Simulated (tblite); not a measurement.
Compound: C₅H₇BrSi₂.
SMILES with atom numbers: `[SiH3:1][C:2]#[C:3][SiH2:4][C:5]#[C:6][CH2:7][Br:8]` (hydrogens: H9, H10, H11 on Si1; H12, H13 on Si4; H14, H15 on C7)

Computed with GFN2-xTB (tblite), gas phase: L-BFGS steps from a force-field or distance-geometry start until the largest atomic force falls under 0.01 eV/Å.

Step 7: E = -589.8617 eV
```
atom  x, y, z in Å  |  force x, y, z in eV/Å
Si1    -4.0429   -0.6839    0.5573   -0.113  -0.028   0.029
C2     -2.4755    0.1877    0.1010    0.296   0.119  -0.070
C3     -1.4312    0.7367   -0.1888   -0.163  -0.152   0.068
Si4     0.1259    1.6359   -0.6488    0.008   0.070   0.009
C5      1.6019    0.5305   -0.4174   -0.054  -0.060   0.020
C6      2.5571   -0.1916   -0.2701    0.081  -0.005   0.005
C7      3.7218   -1.0201   -0.0993    0.039   0.021  -0.012
Br8     5.4088   -0.0659   -0.5795   -0.171  -0.013   0.022
H9     -4.0830   -0.8965    2.0031    0.079   0.037   0.088
H10    -4.1031   -1.9794   -0.1158    0.082  -0.061  -0.089
H11    -5.1977    0.1198    0.1557    0.023   0.099  -0.049
H12     0.0672    2.0423   -2.0550   -0.014  -0.073  -0.083
H13     0.2903    2.8163    0.2073    0.001  -0.043   0.087
H14     3.6997   -1.8974   -0.7479   -0.050   0.042  -0.019
H15     3.8561   -1.3267    0.9394   -0.044   0.047  -0.005
```

Step 8: E = -589.8663 eV
```
atom  x, y, z in Å  |  force x, y, z in eV/Å
Si1    -4.0383   -0.6820    0.5559   -0.225  -0.058   0.058
C2     -2.4729    0.1856    0.1025    0.325   0.136  -0.084
C3     -1.4277    0.7313   -0.1880   -0.215  -0.164   0.079
Si4     0.1215    1.6330   -0.6484    0.102   0.130   0.023
C5      1.5963    0.5285   -0.4171   -0.017  -0.087   0.028
C6      2.5520   -0.1925   -0.2687    0.080   0.039  -0.011
C7      3.7207   -1.0159   -0.1001   -0.027  -0.022   0.004
Br8     5.4035   -0.0649   -0.5795   -0.139   0.013   0.011
H9     -4.0754   -0.8920    2.0038    0.069   0.034   0.055
H10    -4.0951   -1.9776   -0.1199    0.072  -0.043  -0.073
H11    -5.1932    0.1267    0.1526    0.067   0.058  -0.030
H12     0.0679    2.0326   -2.0552   -0.023  -0.048  -0.103
H13     0.2917    2.8097    0.2139   -0.012  -0.052   0.059
H14     3.6938   -1.8924   -0.7502   -0.030   0.033  -0.002
H15     3.8509   -1.3220    0.9396   -0.026   0.031  -0.015
```

Step 9: E = -589.8720 eV
```
atom  x, y, z in Å  |  force x, y, z in eV/Å
Si1    -4.0358   -0.6805    0.5549   -0.229  -0.070   0.063
C2     -2.4681    0.1825    0.1042    0.160   0.054  -0.044
C3     -1.4226    0.7229   -0.1864   -0.131  -0.092   0.051
Si4     0.1173    1.6310   -0.6473    0.172   0.141   0.012
C5      1.5880    0.5242   -0.4162    0.014  -0.093   0.032
C6      2.5463   -0.1930   -0.2670    0.058   0.089  -0.028
C7      3.7183   -1.0108   -0.1011   -0.094  -0.067   0.022
Br8     5.3938   -0.0630   -0.5795   -0.075   0.054  -0.007
H9     -4.0636   -0.8850    2.0056    0.045   0.027   0.016
H10    -4.0825   -1.9756   -0.1268    0.048  -0.011  -0.043
H11    -5.1856    0.1373    0.1478    0.089   0.019  -0.012
H12     0.0684    2.0181   -2.0572   -0.031  -0.017  -0.102
H13     0.2934    2.7995    0.2243   -0.022  -0.031   0.039
H14     3.6850   -1.8849   -0.7534   -0.004  -0.001   0.012
H15     3.8432   -1.3149    0.9395   -0.001  -0.002  -0.010
```

**Question.** Estimate the geometry and energy of step 10. (The exact step hangs on the optimiser's Hessian estimate; all steps are aligned on step 9, rigid shifts and turns removed.)

**Answer.** E = -589.8757 eV, largest force 0.161 eV/Å
```
atom  x, y, z in Å  |  force x, y, z in eV/Å
Si1    -4.0373   -0.6805    0.5551   -0.115  -0.053   0.039
C2     -2.4644    0.1799    0.1054   -0.023  -0.038   0.003
C3     -1.4189    0.7166   -0.1851   -0.008  -0.004   0.011
Si4     0.1172    1.6320   -0.6466    0.137   0.083  -0.014
C5      1.5820    0.5196   -0.4149    0.011  -0.062   0.027
C6      2.5438   -0.1919   -0.2663    0.034   0.097  -0.031
C7      3.7152   -1.0082   -0.1014   -0.104  -0.076   0.028
Br8     5.3851   -0.0607   -0.5796   -0.021   0.079  -0.020
H9     -4.0543   -0.8796    2.0076    0.021   0.017  -0.004
H10    -4.0727   -1.9746   -0.1326    0.023   0.014  -0.015
H11    -5.1790    0.1456    0.1439    0.073   0.005  -0.006
H12     0.0681    2.0075   -2.0606   -0.029   0.003  -0.074
H13     0.2942    2.7921    0.2327   -0.020   0.007   0.036
H14     3.6787   -1.8798   -0.7556    0.008  -0.039   0.013
H15     3.8378   -1.3099    0.9394    0.013  -0.032   0.008
```

The energy changes by -0.0037 eV. The first-order estimate −F·Δx gives -0.0054 eV and the mean of the old and new forces, exact on a quadratic surface, -0.0038 eV. The step makes an angle of 70° with the force vector and moves no atom by more than 0.011 Å.

The cost below is that of the whole relaxation. Time: 0.48 s of wall time. Hardware: Arm Neoverse V2, one thread, no GPU, shared host with 32 logical CPUs at a one-minute load of 29.
